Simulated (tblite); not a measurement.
Compound: C₅H₄O₂.
SMILES: `CC(=O)C#CC=O`

All values are computed: GFN2-xTB (tblite) harmonic vibrations without scaling, gas phase. The method is semi-empirical: single wavenumbers can be off by several per cent or more.

Harmonic wavenumbers (cm⁻¹): 55.9, 87.5, 96.3, 106.9, 213.1, 242.6, 372.6, 532.8, 564.2, 607.2, 726.0, 895.1, 963.9, 987.5, 1038.4, 1196.5, 1341.9, 1362.3, 1440.7, 1443.1, 1748.8, 1755.5, 2271.4, 2746.2, 3017.8, 3036.4, 3058.3.

A = 8572, B = 1102, C = 1013 MHz; mass 96.021 u (most abundant isotopes); point group C1, symmetry number 1.

Task: What is the zero-point energy?

Result: Half the sum of the wavenumbers: 15954 cm⁻¹ = 190.86 kJ/mol.

Task: What is S at 500 K and 1 bar for an ideal gas of classical rigid rotors and harmonic oscillators?

Result: Translation 176.53, rotation 123.22, vibration 144.76: S = 444.5 J/(mol K).

Task: And Cp and H(500 K) − H(0)?

Result: Cp = 151.04 J/(mol K), of which vibrations give 117.78 (their classical limit is 27 R = 224.5); H(500 K) − H(0) = 50.74 kJ/mol without the zero-point energy, 34.11 from vibrations.

Task: What must be added to the electronic energy to get the Gibbs energy at 500 K and 1 bar?

Result: ZPE + [H(500 K) − H(0)] − T·S = 190.86 + 50.74 − 222.25 = 19.35 kJ/mol.

Task: Which modes carry the vibrational entropy at 500 K?

Result: 55.9 cm⁻¹: 23.52; 87.5 cm⁻¹: 19.80; 96.3 cm⁻¹: 19.01; 106.9 cm⁻¹: 18.15; 213.1 cm⁻¹: 12.51; 242.6 cm⁻¹: 11.47 J/(mol K); the other 21 give 40.30 together.

Hindered rotation and anharmonicity are outside this model. The structure is chiral; the term R ln 2 for an equal mix with its mirror image is left out.
